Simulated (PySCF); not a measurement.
CBr3, SMILES Br[C](Br)Br, multiplicity 2. The structure is a stationary point at PBE0-D3(BJ)/def2-SVP. The isomer is the one that the SMILES or the coordinates give; other isomers of the formula were not compared.

Question: Give the equilibrium geometry at PBE0-D3(BJ)/def2-SVP (PySCF confirms it by a frequency run) as a Z-matrix, and its point group. (Estimate from the structure and the level; the computed values follow.)

Answer: point group C3v.
```
C
Br 1 1.8613
Br 1 1.8613 2 118.19
Br 1 1.8613 2 118.19 3 153.58
```
Charge 0, spin multiplicity 2.
